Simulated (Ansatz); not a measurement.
Species: C₄H₅OSi, charge 0, multiplicity 2. It need not be the lowest isomer of its formula. SMILES: [SiH3]c1[c]coc1
Geometry: optimised at B3LYP-D3(BJ)/def2-TZVP (Ansatz, a first-principles code).

Parts of the frozen-core correlation energy in 6-31G* (Ansatz, hartree). Frozen orbitals: 10; correlated occupied orbitals by spin: 16 and 15; virtual: 78 and 79. UHF or UKS for open shells. No spin-orbit coupling. No relativistic terms.

| term | value |
|---|---|
| reference (HF) | -518.05423 |
| MP2 opposite-spin | -0.52538 |
| MP2 same-spin | ___ |
| CCSD correlation | ___ |
| (T) | ___ |
| T1 diagnostic | 0.037 |
| largest doubles amplitude | 0.071 |
| <S^2> of the reference | 1.072 |

Q: What belongs in the gaps?

A: 
- MP2 same-spin, value: -0.18929
- CCSD correlation, value: -0.77241
- (T), value: -0.03227
